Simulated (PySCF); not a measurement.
PySCF job for Be(F)(NH2) (BeFH2N), SMILES [NH2][Be][F], TPSSh-D3(BJ)/def2-TZVP. Coordinates come from a TPSSh-D3(BJ)/def2-TZVP optimisation. The values are those of a single conformer.

```python
import numpy as np
from pyscf import gto, scf, dft, df
from pyscf.hessian import thermo

mol = gto.M(
    atom='''
    Be   -0.00000000    0.00000000   -0.10015871
    F     0.00000000    0.00000000   -1.49267281
    N     0.00000000   -0.00000000    1.40844976
    H    -0.00000000   -0.82562454    1.98777090
    H    -0.00000000    0.82562455    1.98777090
    ''',
    basis='def2-TZVP',
    charge=0,
    spin=0,
    max_memory=1600,
    verbose=3,
)
mf = dft.RKS(mol, xc='tpssh').density_fit(auxbasis='def2-universal-jkfit')
mf.disp = 'd3bj'
mf.grids.level = 4
mf.conv_tol = 1e-11
mf.max_cycle = 100
mf.kernel()

# [left out here: the lines that compute and print the analytic Hessian (its translational invariance restored by hand, since the grid's response is missing), thermochemistry and intensities]
```

Program output:

```
converged SCF energy = -170.732393919058

WARN: MGGA Hessian is sensitive to dft grids. grids.level 4 may not be dense enough.


WARN: DFTD3 does not support analytical Hessian, using finite difference


WARN: Mole.unit (angstrom) is changed to Bohr

Mode                                 0                   1                   2
Irrep
Freq [cm^-1]                      253.9421            309.4336            329.4746
Reduced mass [au]                   2.8408              1.2269              7.7712
Force const [Dyne/A]                0.1079              0.0692              0.4970
Char temp [K]                     365.3662            445.2061            474.0406
Normal mode                   x     y     z       x     y     z       x     y     z
       0  Be                 0.00  0.26  0.00   -0.02  0.00 -0.00    0.30 -0.00 -0.00
       1   F                -0.00 -0.08 -0.00   -0.01 -0.00  0.00   -0.08  0.00  0.00
       2   N                -0.00 -0.03  0.00    0.12 -0.00 -0.00   -0.07  0.00 -0.00
       3   H                -0.00 -0.23 -0.29   -0.63  0.00 -0.00   -0.12  0.00  0.00
       4   H                -0.00 -0.23  0.29   -0.63 -0.00 -0.00   -0.12  0.00 -0.00
Mode                                 3                   4                   5
Irrep
Freq [cm^-1]                      695.3464            698.7597           1468.8191
Reduced mass [au]                   7.4846              1.5288              5.5314
Force const [Dyne/A]                2.1322              0.4398              7.0311
Char temp [K]                    1000.4487           1005.3597           2113.3036
Normal mode                   x     y     z       x     y     z       x     y     z
       0  Be                -0.00 -0.00 -0.00    0.00 -0.15  0.00   -0.00 -0.00 -0.29
       1   F                 0.00  0.00  0.16   -0.00  0.02 -0.00    0.00 -0.00  0.07
       2   N                 0.00  0.00 -0.18   -0.00  0.11  0.00   -0.00  0.00  0.06
       3   H                 0.00 -0.00 -0.20   -0.00 -0.26 -0.49    0.00  0.08  0.19
       4   H                 0.00  0.00 -0.20   -0.00 -0.26  0.49    0.00 -0.08  0.19
Mode                                 6                   7                   8
Irrep
Freq [cm^-1]                     1585.9566           3575.7831           3654.2617
Reduced mass [au]                   1.1907              1.0511              1.0925
Force const [Dyne/A]                1.7646              7.9187              8.5954
Char temp [K]                    2281.8384           5144.7558           5257.6690
Normal mode                   x     y     z       x     y     z       x     y     z
       0  Be                 0.00  0.00 -0.06   -0.00 -0.00  0.00   -0.00 -0.00 -0.00
       1   F                -0.00  0.00  0.01    0.00  0.00  0.00    0.00 -0.00 -0.00
       2   N                -0.00 -0.00  0.10    0.00 -0.00 -0.06   -0.00 -0.08  0.00
       3   H                -0.00 -0.40 -0.51   -0.00 -0.58  0.38    0.00  0.54 -0.40
       4   H                -0.00  0.40 -0.51   -0.00  0.58  0.38    0.00  0.54  0.40
temperature 298.1500 [K]
pressure 101325.00 [Pa]
Rotational constants [GHz] 367.75745 6.52282 6.40914
Symmetry number 2
Zero-point energy (ZPE) 0.02864 [Eh]   75195.924 [J/mol]
                           tot       elec      trans        rot        vib
Entropy [J/mol/K]       257.074      0.000    155.951     80.321     20.802
Cv [J/mol/K]             53.550      0.000     12.472     12.472     28.606
Cp [J/mol/K]             61.864      0.000     20.786     12.472     28.606
Internal energy [J/mol]                      3718.434   3718.434  79162.412
Internal energy [Eh]   -170.69941  -170.73239
Enthalpy [J/mol]                             6197.391   3718.434  79162.412
Enthalpy [Eh]          -170.69847
Gibbs free energy [J/mol]                  -40299.274 -20229.405  72960.217
Gibbs free energy [Eh] -170.72766
mode   freq/cm-1   IR/(km/mol)
   1      253.94        33.985
   2      309.43       174.757
   3      329.47        69.320
   4      695.35         0.765
   5      698.76       119.623
   6     1468.82       291.852
   7     1585.96       127.883
   8     3575.78        26.319
   9     3654.26        24.712
max |gradient| / (hartree/bohr): 1.4194872956870947e-05
APT charges: [ 1.1117 -0.6492 -0.8233  0.1804  0.1804]
```

Self-consistency was reached.

Cost: roughly 70 core-seconds.
